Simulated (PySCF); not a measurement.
Geometry:
```
atom   x (Å)   y (Å)   z (Å)
  C1   1.945  -0.272  -0.111
  C2   0.782   0.469   0.542
  B3  -0.622   0.449  -0.258
  N4  -1.794   1.009   0.483
  N5  -1.009  -1.189  -0.462
  H6   2.893  -0.169   0.442
  H7   2.122   0.096  -1.135
  H8   1.759  -1.360  -0.192
  H9   0.639   0.091   1.577
 H10   1.062   1.531   0.667
 H11  -0.523   0.826  -1.433
 H12  -1.576   1.403   1.392
 H13  -2.349   1.689  -0.025
 H14  -0.345  -1.702  -1.044
 H15  -1.067  -1.638   0.453
 H16  -1.935  -1.240  -0.885
```

Geometry: PBE0-D3(BJ)/def2-SVP; GIAO absolute shieldings from PySCF, gas phase, non-relativistic, averaged over equivalent atoms.

At PBE0/def2-SVP (125 basis functions, 11 s wall time on 1 thread of an Arm Neoverse V1, shared host):
```tsv
atoms	σ (ppm)
C2	177.2
C1	179.0
B3	115.8
N5	215.9
N4	248.1
H11	28.46
H14/H15/H16	29.38
H6/H7/H8	30.63
H10	30.82
H9	31.56
H12/H13	31.67
```

Predict the values at KT2/pcSseg-1 on the same geometry.

## Answers


```tsv
atoms	σ at KT2/pcSseg-1	change
C2	163.6	-13.6
C1	167.1	-11.9
B3	105.8	-10.0
N5	200.7	-15.2
N4	230.4	-17.7
H11	28.14	-0.32
H14/H15/H16	29.23	-0.15
H6/H7/H8	30.32	-0.31
H10	30.56	-0.26
H9	31.31	-0.25
H12/H13	31.13	-0.54
```

The largest change is at N4 (nitrogen bonded to B, 2 H). Cost: 140 basis functions, 19 s wall time on 1 thread of an Arm Neoverse V1, shared host.

A carbon bonded to boron is broadened by the quadrupolar boron nucleus and is often missing from a measured spectrum.
